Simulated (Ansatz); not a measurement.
Ansatz (a first-principles code) input (B2PLYP/def2-TZVPD):

Ansatz 0.2 input:
```yaml
crystal:
  periodic: [false, false, false]
  atoms:
    - {symbol: N, position_ang: [-0.00000000, -0.00000000, -0.56338702]}
    - {symbol: O, position_ang: [0.00000000, 0.00000000, 0.49296364]}
basis:
  gaussian:
    orbitals: def2-TZVPD
hamiltonian:
  xc: {name: B2PLYP}
total_charge: 1
magnetization: {spin_polarized: false}
correlation: {electrons: outside_noble_gas}
```

End of the output:

```
integrals: 0.02 GiB planned
494 factors; integrals over basis functions are off by at most 1.0e-3 eV
mean field: 0.15 GiB planned
mean field evaluation 1: about -3517.8677 eV, gradient 4.7e1 eV
mean field evaluation 2: about -3517.8698 eV, gradient 4.7e1 eV
mean field evaluation 4: about -3520.7049 eV, gradient 8.8e0 eV
mean field evaluation 8: about -3520.8313 eV, gradient 8.1e-3 eV
mean field -3520.83128558 eV, -129.3881632399 hartree, gradient 4.3e-6 eV, S^2 0.000000; 0 other end points of the search recorded, 0 dependent functions left out
2 core orbitals not correlated
reference -3520.83136309 eV, -129.3881660882 hartree; 5, 5 occupied and 70, 70 virtual orbitals, 494 factors
second order -13.61197334 eV of doubles, -0.00000000 eV of singles
Total energy: -3524.50659589 eV, -129.5232284026 hartree
```
